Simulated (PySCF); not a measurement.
ReO3F, SMILES [F][Re](=[O])(=[O])=[O], multiplicity 1.

The structure is a stationary point at PBE0-D3(BJ)/def2-SVP. The spin state was assumed, not searched. The def2 effective core potentials stand for the cores of Re; spin–orbit coupling is left out.

The numbers are results of HF/def2-TZVP (PySCF), not measurements.

Symmetry labels are those of the subgroup Cs that the program uses (full group C3v).

Task: List the valence orbital energies around the gap with their symmetry. (The exact figures need the calculation; the answer reports its results.)

Result: 
| orbital | symmetry | energy (eV) |
|---|---|---|
| HOMO−7 | A" | -19.14 |
| HOMO−6 | A' | -17.57 |
| HOMO−5 | A' | -17.18 |
| HOMO−4 | A" | -17.18 |
| HOMO−3 | A' | -15.05 |
| HOMO−2 | A' | -14.55 |
| HOMO−1 | A" | -14.55 |
| HOMO | A" | -14.41 |
| LUMO | A' | 0.13 |
| LUMO+1 | A" | 0.13 |
| LUMO+2 | A' | 1.44 |
| LUMO+3 | A' | 2.16 |
